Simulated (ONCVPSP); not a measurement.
Building the ONCV potential for Tl (LDA (Perdew-Zunger), scalar-relativistic).

Tl, optimised norm-conserving Vanderbilt (ONCV), made with ONCVPSP 4.0.1 (LDA (Perdew-Zunger), scalar-relativistic). Core [Kr] 4d10 4f14, reference 5s2 5p6 5d10 6s2 6p1. Waves: 5s+6s: rc 1.65 bohr, ncon 4, nbas 8, qcut 6.5 1/bohr, 3 projectors, debl 3.3 Ha; 5p+6p: rc 1.30 bohr, ncon 4, nbas 7, qcut 12.4 1/bohr, 2 projectors; 5d: rc 1.20 bohr, ncon 4, nbas 7, qcut 9.2 1/bohr, 2 projectors, debl 0.6 Ha. Local part: polynomial inside 0.75 bohr (lpopt 5, dvloc0 3 Ha). Core correction: none.

Poles of the logarithmic derivatives, all-electron (AE) and pseudo (PS). Narrow ghost or core levels that the grid stepped over were put in at their known energies. s: poles at -4.7, 4.9 (AE) and -4.7, -0.6, 4.9 (PS) Ha. p: poles at -1.0 (AE) and -1.0 (PS) Ha. d: poles at 4.0 (AE) and 4.0 (PS) Ha. Test radii: s 1.67, p 1.32, d 1.22 bohr.

* Cutoffs needed: 48 Ha and 56 Ha (the cutoffs (Ha) at which the residual kinetic energy of the hardest occupied pseudo-wave falls to 1 and 0.1 mHa per electron)
* Ghost test: ghosts flagged at negative energy: s at -15.2 eV; GHOST(+) flagged for p at 235.9 eV; a true bound ghost makes a file unfit for plane-wave use
* Configuration tests: 1 of 4 tests not solved or not reliable
